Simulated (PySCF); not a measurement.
Compound: (SiH3)(GeH3)PPF2, F₂GeH₆P₂Si.
Cartesian coordinates in Å at the PBE0-D3(BJ)/def2-SVP level; atoms count from 1:
```
atom  x, y, z in Å
F1     0.440    3.015   -0.615
P2     0.943    1.745    0.247
F3     2.509    1.782   -0.150
P4     0.327    0.166   -1.208
Si5   -1.841    0.180   -0.535
Ge6    1.029   -1.572    0.185
H7    -2.376   -1.206   -0.672
H8    -2.607    1.109   -1.413
H9    -1.969    0.628    0.888
H10    0.896   -1.178    1.670
H11    2.498   -1.873   -0.142
H12    0.149   -2.795   -0.116
```

All values: B3LYP/def2-SVPD (PySCF, non-relativistic), on one gas-phase PBE0-D3(BJ)/def2-SVP geometry that isn't relaxed in the solvent. The solvent is an IEF-PCM continuum (van der Waals radii × 1.2), and excitations are vertical TDDFT with non-equilibrium linear response and a frozen core. The model holds no explicit solvent molecules, cavitation or dispersion. Spin–orbit coupling is left out although an atom past zinc is present.

| run | E − E(gas) (kcal/mol) | HOMO (eV) | HOMO–LUMO gap (eV) | dipole (D) | lowest singlet (eV) | static polarisability (au) |
| --- | --- | --- | --- | --- | --- | --- |
| gas | 0.00 | -7.11 | 5.76 | 2.40 | 4.71 | 117.2 |
| P | -2.36 | -6.99 | 5.81 | 3.25 | 4.74 | 171.3 |
| Q | -1.07 | -7.03 | 5.78 | 2.76 | 4.70 | 137.7 |

The runs were made in acetonitrile and benzene. Which run belongs to which solvent?

P = acetonitrile, Q = benzene. The dielectric constants are 2.271 (benzene), 35.69 (acetonitrile), and the energy falls further as ε rises. The optical constants n² used for the excitations are 2.25, 1.81 in the same order. In this model the ground state sees the solvent through ε alone.

How constant is the ratio of the lowering to (ε − 1)/(2ε + 1)?

```
     solvent  (ε − 1)/(2ε + 1)  E − E(gas) (kcal/mol)  ratio (kcal/mol)  polarisation term (kcal/mol)
     benzene             0.229                  -1.07              -4.7                         -1.14
acetonitrile             0.479                  -2.36              -4.9                         -2.77
```

The ratio changes by +6.0 % in size from benzene to acetonitrile. The polarisation term is half the interaction of the solute with the induced surface charges.
